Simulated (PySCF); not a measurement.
Computed shifts of a molecule CH6O2Si2, PBE/pcSseg-1 (PySCF), GIAO, gas phase, atoms alike by connectivity averaged where their shifts nearly agree, in ppm (number of nuclei): ¹³C: 163.4 (1). ²⁹Si: -21.3 (1), -107.1 (1). ¹H: 8.23 (1), 5.49 (2), 4.16 (3). References: ¹⁷O against H2O (σ = 334.3 ppm); ¹³C against TMS (σ = 182.0 ppm); ²⁹Si against TMS (σ = 335.4 ppm); ¹H against TMS (σ = 31.49 ppm), references at their B3LYP-D3(BJ)/def2-TZVP geometries, non-relativistic. The structure is a stationary point at PBE0-D3(BJ)/def2-SVP. One conformer was computed; it need not be the lowest.

Question: Identify the compound among the candidates.
A. O=CO[SiH2][SiH3]
B. O[Si@@H]1CO[SiH2]1
C. O=C([SiH3])O[SiH3]
D. [SiH3][SiH]1OCO1

Answer: A, O=CO[SiH2][SiH3]
